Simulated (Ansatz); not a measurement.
C$_{3}$H$_{9}$BO (`BC(C)(C)O`). Charge 0, multiplicity 1. All single points use the PBE0-D4/def2-TZVP geometry. It is one conformer, not always the lowest.

```xyz
14

B     0.244   -1.123   -1.096
C    -0.021    0.034   -0.091
C     1.065    0.595    0.776
C    -1.248    0.888   -0.187
O    -0.450   -1.350    0.400
H    -0.553   -1.365   -1.955
H     1.337   -1.618   -1.125
H     1.907   -0.096    0.869
H     0.700    0.863    1.775
H     1.452    1.506    0.312
H    -1.005    1.789   -0.756
H    -2.046    0.366   -0.715
H    -1.613    1.197    0.799
H     0.231   -1.685    0.993
```

(1) What is the dipole moment at B3LYP/def2-TZVPP? (An estimate is asked.)

(2) And with PBE, r2SCAN, ωB97M-V? (An estimate is asked.)

(3) Give the Mulliken charges with B3LYP, r2SCAN, ωB97M-V in def2-TZVPP. (Estimate.)

Answers

(1) Ansatz gave: 2.59 D, with components (0.63, 1.11, 2.25) D in this frame, pointing from negative to positive charge.

(2) Ansatz gave: PBE 2.63 D, r2SCAN 2.63 D, ωB97M-V 2.62 D.

(3) The calculation gave: 
```
atom  B3LYP  r2SCAN  ωB97M-V
  B1  -0.15   -0.12    -0.23
  C2   0.14    0.18     0.04
  C3  -0.24   -0.16    -0.29
  C4  -0.22   -0.14    -0.27
  O5  -0.23   -0.22    -0.18
  H6  -0.01   -0.04     0.04
  H7  -0.01   -0.03     0.04
  H8   0.08    0.05     0.10
  H9   0.09    0.05     0.12
 H10   0.09    0.05     0.11
 H11   0.08    0.05     0.11
 H12   0.10    0.06     0.11
 H13   0.07    0.04     0.10
 H14   0.20    0.22     0.20
```

B3LYP here is the variant with VWN-RPA as its local correlation; programs differ in this.
